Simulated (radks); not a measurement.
Values are calculated unless marked as measured or tabulated.
Effect of the nuclear size on the europium ion Eu3+, [Xe] 4f6. Level of theory: Dirac Kohn-Sham, PBE, spin-unpolarised, spherical densities, finite nucleus; open shells are shared between the two j in proportion to 2j + 1; Fermi nuclear charge, rms radius 5.1115 fm (a radial shooting solver on a logarithmic mesh with Libxc functionals). The rms radius is varied about that value; shifts are against it.

rms radius (fm),total energy shift (eV),density at nucleus (e/bohr^3),1s1/2 shift (meV),2s1/2 shift (meV),4p1/2 shift (meV),5s1/2 shift (meV),5p1/2 shift (meV),4f7/2 shift (meV),6s1/2 (empty) shift (meV)
4.0943,-6.80,6.117e+05,-2810,-359,0.508,-2.99,0.154,0.458,-0.561
4.8304,-1.99,5.873e+05,-823,-105,0.149,-0.875,0.045,0.134,-0.164
5.1115,0,5.792e+05,0.000,0.000,0.000,0.000,0.000,0.000,0.000
5.5358,3.17,5.679e+05,1310,167,-0.236,1.39,-0.072,-0.213,0.261
5.7044,4.48,5.637e+05,1850,236,-0.333,1.97,-0.102,-0.301,0.369

Slopes of the eigenvalues against <r^2> in GHz/fm^2, as finite differences over the two radii next to the reference (eigenvalue slopes, not the field-shift constants of lines): 1s1/2 70500, 2s1/2 9000, 4p1/2 -12.7, 5s1/2 75.0, 5p1/2 -3.87, 4f7/2 -11.5, 6s1/2 (empty) 14.1.
